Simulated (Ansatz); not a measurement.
`[NH2][Sc]([OH])[Cl]` + H–F → `[OH][Sc]([F])[Cl]` + NH₃ at 298.15 K and 1 bar (ligand exchange at the Sc–N bond).

Computed with Ansatz on PBE0-D4/def2-TZVP structures; ΔE is electronic, products minus reactants. CCSD(T)/CBS is the MP2 limit (def2-TZVPP, def2-QZVPP) plus CCSD(T) − MP2 in def2-TZVPP, frozen cores. This one scheme is used for every species. For Sc outer-core shells are correlated without core-valence functions, which leaves a few kJ/mol of doubt a bond. Scalar relativity is left out up to krypton. Each species was taken in one conformer, which may not be the lowest.

```csv
species,CCSD(T)/CBS energy (Eh),H − E (kJ/mol),S (J/(mol·K))
`[NH2][Sc]([OH])[Cl]`,-1351.83246,122.0,350.2
H–F,-100.39570,33.5,173.6
`[OH][Sc]([F])[Cl]`,-1395.76221,59.9,339.0
NH₃,-56.50880,100.5,192.4
```

H − E and S are ideal-gas, rigid-rotor, harmonic terms from PBE0-D4/def2-TZVP, for one conformer and one mirror image of each species. 1 Eh = 2625.50 kJ/mol, R = 8.31446 J/(mol·K).

Problem. By hand: ΔE, ΔH, ΔS and ΔG.

Solution. ΔE = (-1395.76221) + (-56.50880) − (-1351.83246) − (-100.39570) = -0.04285 Eh = -112.5 kJ/mol. Δ(H − E) = 59.9 + 100.5 − 122.0 − 33.5 = 4.9, so ΔH = -107.6 kJ/mol. ΔS = 339.0 + 192.4 − 350.2 − 173.6 = 7.6 J/(mol·K). ΔG = -107.6 − 298.15 × (7.6)/1000 = -109.9 kJ/mol.

Problem. By hand: the equilibrium constant, and the temperature at which ΔG would vanish if ΔH and ΔS stayed fixed.

Solution. log₁₀ K = −ΔG/(RT ln 10) = 19.3. ΔH and −TΔS have one sign here, so there is no such temperature.

The number of gas molecules stays the same, so ΔS is small and ΔH decides. A doubt of 5 kJ/mol in ΔE shifts log₁₀ K by 0.9 here. Other conformers and mirror images would add mixing entropy, several J/(mol·K) or more a flexible species. These are equilibria of isolated gas molecules and say nothing of rates. Largest T1 diagnostic: 0.016 (customary marks: 0.02 for closed shells, 0.045 for open ones).

ΔS is within the doubt of such terms, so its sign, and with it that verdict, could turn.
